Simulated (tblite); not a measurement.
Compound: C₇H₁₁S (doublet state).
Atom-mapped SMILES: `[CH3:1][C@@:2]12[CH2:3][C:4]([SH:5])[CH2:6][C@@H:7]1[CH2:8]2` (hydrogens: H9, H10, H11 on C1; H12, H13 on C3; H14 on S5; H15, H16 on C6; H17 on C7; H18, H19 on C8)

Structure optimised with GFN2-xTB, isolated species. This method treats the open shell by occupation alone, without spin polarisation.

What internal coordinates does the optimisation give?

```
                 bond  length (Å)   order
                C1–C2       1.505  single
                C2–C3       1.520  single
                C3–C4       1.492  single
                C4–S5       1.732  single
                C4–C6       1.492  single
                C6–C7       1.513  single
                C7–C8       1.502  single
                C2–C7       1.506  single
                C2–C8       1.501  single
C1–H9, C1–H10, C1–H11       1.089  single
               C3–H12       1.100  single
               C3–H13       1.097  single
               S5–H14       1.336  single
               C6–H15       1.096  single
               C6–H16       1.099  single
               C7–H17       1.080  single
               C8–H18       1.080  single
               C8–H19       1.080  single
```

Bonds in one row agree within 0.01 Å and their mean is given. Orders are formal, as drawn. A selection of angles:
```
    angle  degrees
 C1–C2–C3    117.5
 C1–C2–C7    123.1
 C1–C2–C8    120.6
 C3–C2–C7    108.1
 C3–C2–C8    114.7
 C7–C2–C8     59.9
 C2–C3–C4    103.7
 C3–C4–S5    122.8
 C3–C4–C6    112.5
 S5–C4–C6    121.1
 C4–C6–C7    103.2
 C6–C7–C8    115.9
 C2–C7–C6    109.4
 C2–C7–C8     59.9
 C2–C8–C7     60.2
H14–S5–C4     95.8
```

Dihedral angles: C1–C2–C3–C4 155° (antiperiplanar); C2–C3–C4–S5 -176° (antiperiplanar); C3–C4–C6–C7 18° (synperiplanar); C4–C6–C7–C8 54° (synclinal); C6–C7–C8–C2 -98° (anticlinal); C1–C2–C7–C6 -142° (anticlinal); C1–C2–C8–C7 -113° (anticlinal); H14–S5–C4–C3 -31° (synclinal).

The 5-membered ring C2–C3–C4–C6–C7 has internal angles of 103.2° to 112.5° (sum 537°, against 540° for a flat polygon); it is puckered, 0.08 Å rms from its mean plane, widest ring torsion 18°. The 3-membered ring C2–C7–C8 has internal angles of 59.9° to 60.2°. C4 (carbon bonded to 2 C and S) is almost planar (angles 122.8°, 121.1° and 112.5°, sum 356.3°, 0.17 Å off the plane of its three neighbours). The C–C distances run from 1.492 Å (C4–C6, drawn single) to 1.520 Å (C2–C3, drawn single), a spread of 0.028 Å. Of the pairs four or more bonds apart, C4···H19 is among the closest relative to their van der Waals radii: 2.69 Å, 93 % of the sum of Bondi's values.

Point group: C1 (no symmetry element, even within 0.4 Å). Its GFN2-xTB frequencies are all real (lowest 65 cm⁻¹). Torsions: C3–C4–S5–H -31°, C1–C2–C3–C4 155°, C2–C3–C4–S5 -176°, C3–C4–C6–C7 18°, C4–C6–C7–C8 54°. 3 starts were optimised and ended at 0.00, 0.00 and 0.27 kcal/mol (GFN2-xTB); the lowest of these is shown.

Time: 1.0 s. Hardware: Arm Neoverse V1, one thread, on a shared host. This is the geometry optimisation.

One conformer stands for the species.

These are computed values.
